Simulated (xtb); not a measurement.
H$_{10}$Si$_{4}$, charge +1, doublet, geometry from GFN2-xTB (a state made from the parent by changing its charge; the spin is typed, not shown lowest). Base run: GFN2-xTB in xtb.

xtb was given this input:
```
$ xtb mol.xyz --gfn 2 --chrg 1 --uhf 1 --json

# file mol.xyz
14

Si     0.19794098     2.03259613    -0.87096972
Si    -0.10120428     0.03689135     0.55968342
Si     2.04771067    -0.95461304    -0.07390705
Si    -2.16100942    -1.11891038     0.43637692
H      1.45559247     2.69851147    -0.55815478
H      0.14470328     1.51238872    -2.23199509
H     -0.97449804     2.81772747    -0.50889842
H      0.12176860     0.52041957     1.93560242
H      3.15207394    -0.06333440     0.26321671
H      1.95233412    -1.20544493    -1.50866588
H      2.05588625    -2.18360865     0.71076230
H     -2.10009483    -2.29464454     1.30351681
H     -3.24313740    -0.22101734     0.83883959
H     -2.33275983    -1.52449428    -0.96079360
```

The base run was repeated with changes; each row names its change, and settings that it needs were set with it.

```
change         ΔE vs base (mEh)  G_solv (kcal/mol)  SCF cycles
-------------  ----------------  -----------------  ----------
base                      0.000                  -          14
etemp = 5000            -17.272                  -          15
acc = 0.0001              0.000                  -          24
alpb = thf              -54.168             -34.22          16
file = coord              0.000                  -          14
acc = 1000                0.050                  -           7
alpb = dmf              -58.261             -36.89          16
acc = 30                  0.000                  -          11
etemp = 10000           -85.838                  -          15
```

ALPB and GBSA are two models with their own fitted parameters for each solvent, which aren't always the measured dielectric constant.
